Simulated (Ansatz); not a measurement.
Geometry optimisation, RHF/6-31G* (Ansatz).

input.yaml

```yaml
crystal:
  periodic: [false, false, false]
  atoms:
    - { symbol: B, position_ang: [0.0, 0.0, 0.0] }
    - { symbol: O, position_ang: [0.0, 0.0, 1.76] }
    - { symbol: H, position_ang: [-0.9095, -0.2814, 2.0971] }
    - { symbol: C, position_ang: [1.3856, 0.0, -0.8] }
    - { symbol: H, position_ang: [1.7152, -1.0462, -0.9702] }
    - { symbol: H, position_ang: [1.2491, 0.508, -1.7774] }
    - { symbol: H, position_ang: [2.1552, 0.5381, -0.2082] }
    - { symbol: F, position_ang: [-1.1431, 0.0, -0.66] }
    - { symbol: S, position_ang: [0.0982, 2.076, 0.6906] }
    - { symbol: H, position_ang: [0.6507, 2.1151, 1.9763] }
    - { symbol: H, position_ang: [0.0529, 1.1186, 1.6867] }
basis:
  gaussian: { orbitals: "6-31G*" }
hamiltonian:
  xc: hf
relax:
  f_tol: 0.15
  max_steps: 25
  restrain:
    - { distance: [0, 8], at: 1.89, k: 30.0 }
    - { distance: [10, 1], at: 1.01, k: 30.0 }
    - { distance: [0, 1], at: 2.61, k: 30.0 }
    - { distance: [10, 8], at: 2.6, k: 30.0 }
```

Launched with:

```bash
$ ansatz run input.yaml --threads 1 --pin off --max-ram 2048MiB --backend cpu --events-out ev --progress --plain --runs-dir out
```

Q: Where does it end, and by what steps?

A: The run converged. The restraints hold the end off the free minimum; the threshold counts their pulls, which the force column leaves out. Restrained pairs: B1–S9 (2.19 → 1.87 Å), O2–H11 (1.12 → 0.97 Å), B1–O2 (1.76 → 2.61 Å), S9–H11 (1.38 → 2.61 Å). After 11 steps the energy has fallen by 5.064 eV (the restraints' own energy left out); H10 moved furthest, 1.46 Å.

```json
{"step": "0", "energy less start (eV)": "0.0000", "largest force component (eV/Å)": "7.782", "accepted": "yes"}
{"step": "1", "energy less start (eV)": "-1.8506", "largest force component (eV/Å)": "4.173", "accepted": "yes"}
{"step": "2", "energy less start (eV)": "-2.6722", "largest force component (eV/Å)": "3.725", "accepted": "yes"}
{"step": "3", "energy less start (eV)": "-3.3526", "largest force component (eV/Å)": "3.730", "accepted": "yes"}
{"step": "4", "energy less start (eV)": "-4.1042", "largest force component (eV/Å)": "1.788", "accepted": "yes"}
{"step": "5", "energy less start (eV)": "-4.5343", "largest force component (eV/Å)": "1.567", "accepted": "yes"}
{"step": "6", "energy less start (eV)": "-4.7527", "largest force component (eV/Å)": "1.511", "accepted": "yes"}
{"step": "7", "energy less start (eV)": "-4.8625", "largest force component (eV/Å)": "1.493", "accepted": "yes"}
{"step": "8", "energy less start (eV)": "-4.9624", "largest force component (eV/Å)": "1.376", "accepted": "yes"}
{"step": "9", "energy less start (eV)": "-5.0265", "largest force component (eV/Å)": "1.164", "accepted": "yes"}
{"step": "10", "energy less start (eV)": "-5.0572", "largest force component (eV/Å)": "1.274", "accepted": "yes"}
{"step": "11", "energy less start (eV)": "-5.0641", "largest force component (eV/Å)": "1.228", "accepted": "yes"}
```

```xyz
11
Properties=species:S:1:pos:R:3
B 0.026 0.716 -0.255
O -0.031 -0.403 2.103
H -0.817 -0.926 2.197
C 1.389 0.097 -0.724
H 1.324 -0.986 -0.740
H 1.603 0.426 -1.740
H 2.230 0.382 -0.103
F -1.122 0.144 -0.567
S -0.172 2.392 0.557
H 1.112 2.685 0.718
H -0.287 0.502 2.349
```

Run time: 13 s on 1 thread of AMD EPYC 9R45 96-Core Processor (Zen 5) (shared host), peak memory 0.19 GiB.
